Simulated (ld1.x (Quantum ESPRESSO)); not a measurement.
# Configuration tests for Ar (ultrasoft)

```
Element                 : Ar
Generator               : ld1.x (Quantum ESPRESSO) 7.5
Type                    : ultrasoft
Functional              : PBE
Relativity              : scalar-relativistic
Frozen core             : [Ne]
Valence charge          : 8
Reference configuration : 3s2 3p4.5 (charge +1.5)
Partial waves           : 3s (bound): rcut 1.20, rcutus 1.40 bohr; 3s channel at -1.4 Ry: rcut 1.20, rcutus 1.40 bohr; 3p (bound): rcut 0.75, rcutus 0.90 bohr; 3p channel at 2.2 Ry: rcut 0.75, rcutus 0.90 bohr
Local potential         : all-electron potential smoothed inside 1.05 bohr (lloc = -1)
Core correction         : a·sin(br)/r model core inside 0.65 bohr
Augmentation charge     : PSQ, inside the norm-conserving radii
```

Energies are relative to the spin-unpolarised reference configuration 3s2 3p4.5; without spin polarisation the order of configurations can differ from experiment. The frozen-core shift is the all-electron ΔE with the core orbitals held at their reference shape minus the fully relaxed ΔE.

```tsv
valence configuration	charge	ΔE all-electron (eV)	error AE − PS (meV)	frozen-core shift (meV)
3s2 3p6	0	-28.724	-1.4	+1.5
3s2 3p4	+2	15.993	-2.3	+1.4
3s2 3p3	+3	58.577	-16	+14
3s2 3p5.5	+0.5	-22.177	-0.2	+0.7
3s1 3p6	+1	1.950	-14	-0.1
3s2 3p2	+4	116.212	-49	+53
```

Problem. What are ΔE and the potential's error for 3s2 3p5?

Solution. ΔE = -12.666 eV all-electron; the error (AE − PS) is +0.5 meV.

Levels in the configuration 3s2 3p4:

| level | all-electron (eV) | pseudo (eV) |
| --- | --- | --- |
| 3s | -50.552 | -50.549 |
| 3p | -35.423 | -35.427 |

A variational frozen-core shift is positive and of second order in the change. This column holds negative values, so the frozen-core run of ld1.x carries numerical noise or an error of first order here, and the column gives no more than the rough size of the effect.

Note: ghost state, extra bound levels that the all-electron valence spectrum of the same l lacks: p at -116.6 eV. A true bound ghost makes a file unfit for plane-wave use.
